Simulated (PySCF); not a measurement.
Geometry:
```csv
atom,x (Å),y (Å),z (Å)
N1,2.744,0.755,-0.094
C2,1.496,0.772,-0.184
C3,0.532,-0.365,0.014
C4,-0.152,-0.197,1.359
N5,-1.391,-0.012,1.333
C6,-1.880,-0.016,-0.021
C7,-0.672,-0.327,-0.943
H8,3.155,-0.152,0.127
H9,1.040,1.732,-0.412
H10,1.075,-1.315,-0.015
H11,0.397,-0.221,2.286
H12,-2.675,-0.761,-0.099
H13,-2.323,0.961,-0.226
H14,-0.800,-1.286,-1.442
H15,-0.550,0.440,-1.706
```

Geometry: GFN2-xTB; GIAO shifts from PySCF 2.14, gas phase, non-relativistic, averaged over equivalent atoms.

At PBE0/pcSseg-0 (79 basis functions, 11 s wall time on 1 thread of an Arm Neoverse N1, shared host):
| atoms | δ (ppm) |
| --- | --- |
| N5 | 419.3 |
| N1 | 399.8 |
| C2 | 179.6 |
| C4 | 172.6 |
| C6 | 70.3 |
| C3 | 69.4 |
| C7 | 28.2 |
| H8 | 11.65 |
| H9 | 7.90 |
| H11 | 7.17 |
| H12 | 4.91 |
| H13 | 4.89 |
| H10 | 3.34 |
| H14 | 2.45 |
| H15 | 2.23 |

Chemical shifts δ = σref − σ; ¹⁵N (σref 269.13) against NH3; ¹³C (σref 195.82) and ¹H (σref 33.29) against TMS, all at this level.

Estimate the result of repeating the calculation with PBE0/pcSseg-1.

Answers


| atoms | δ at PBE0/pcSseg-1 | change |
| --- | --- | --- |
| N5 | 395.1 | -24.2 |
| N1 | 361.2 | -38.6 |
| C2 | 174.6 | -5.0 |
| C4 | 166.2 | -6.4 |
| C6 | 67.0 | -3.3 |
| C3 | 67.3 | -2.1 |
| C7 | 26.8 | -1.4 |
| H8 | 10.72 | -0.93 |
| H9 | 7.30 | -0.60 |
| H11 | 7.04 | -0.13 |
| H12 | 4.39 | -0.52 |
| H13 | 4.36 | -0.53 |
| H10 | 3.13 | -0.21 |
| H14 | 2.06 | -0.39 |
| H15 | 1.88 | -0.35 |

δ = σ(ref) − σ, references computed at the same level: NH3 for ¹⁵N (267.73 ppm); ¹³C (186.93 ppm) and ¹H (31.72 ppm) against TMS.

The largest change is at N1 (imine nitrogen). Cost: 159 basis functions, 17 s wall time on 1 thread of an Arm Neoverse V2, shared host. The order of the carbon signals changes between the two levels.

Experimental scales use liquid or dissolved standards, which lie at an offset from isolated NH3 (liquid NH3: subtract about 20 ppm). Unscaled 15N shifts of sp2 nitrogen often come out too high even then, by a few to some tens of ppm.
